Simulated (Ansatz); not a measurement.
Species: H2BSO, charge 0, doublet. H2BSO (SMILES [O]BS, doublet).
B3LYP-D3(BJ)/def2-TZVP minimum from Ansatz (a program for electronic structure):
```xyz
5

B     -0.5218     0.2887    -0.6297
H     -1.3011    -0.1891    -1.4082
O     -0.2974     1.5664    -0.6086
S      0.3268    -0.8653     0.5163
H      1.0597     0.0587     1.1639
```
Charge 0, spin multiplicity 2.

Total energies in hartree (Ansatz). UHF or UKS for unpaired electrons; spin-orbit terms are left out. Cores are frozen in correlated methods. No relativity. Where a partner has so few electrons that a lower coupled-cluster level is exact, that level stands in.

```tsv
species	HF/cc-pV(T+d)Z	CCSD(T)/cc-pV(T+d)Z	HF/cc-pV(Q+d)Z	CCSD(T)/cc-pV(Q+d)Z	CCSD(T)/cc-pV(D+d)Z	CCSDT(Q)/cc-pV(D+d)Z
1: H2BSO (SMILES [O]BS, doublet)	-498.32983	-498.85587	-498.34075	-498.90308	-498.69946	-498.70209
2: B (doublet)	-24.53207	-24.59810	-24.53297	-24.60084	-24.58941	-24.58977
3: H (doublet)	-0.49981	-0.49981	-0.49995	-0.49995	-0.49928	-0.49928
4: O (triplet)	-74.81176	-74.97396	-74.81729	-74.99357	-74.90995	-74.91013
5: S (triplet)	-397.50938	-397.65444	-397.51264	-397.66785	-397.60412	-397.60456
```

**Question.** Work out the atomisation energy (electronic, to ground-state atoms) in kJ/mol: take Hartree-Fock from cc-pV(Q+d)Z, extrapolate the CCSD(T) correlation energy as X^-3 (X = 3, 4), and add CCSDT(Q) - CCSD(T) in cc-pV(D+d)Z. 1 hartree = 2625.5 kJ/mol.

**Answer.** 
Species 1: correlation (64·(-0.56233) - 27·(-0.52604))/37 = -0.58881; step -0.00263; E1 = -498.34075 + (-0.58881) + (-0.00263) = -498.93219
Species 2: correlation (64·(-0.06787) - 27·(-0.06603))/37 = -0.06921; step -0.00036; E2 = -24.53297 + (-0.06921) + (-0.00036) = -24.60254
Species 3: correlation (64·(0.00000) - 27·(0.00000))/37 = 0.00000; step +0.00000; E3 = -0.49995 + (0.00000) + (+0.00000) = -0.49995
Species 4: correlation (64·(-0.17628) - 27·(-0.16220))/37 = -0.18655; step -0.00018; E4 = -74.81729 + (-0.18655) + (-0.00018) = -75.00402
Species 5: correlation (64·(-0.15521) - 27·(-0.14506))/37 = -0.16262; step -0.00044; E5 = -397.51264 + (-0.16262) + (-0.00044) = -397.67570
-1·E1 +1·E2 +2·E3 +1·E4 +1·E5 = 0.65003 hartree = 1706.7 kJ/mol.
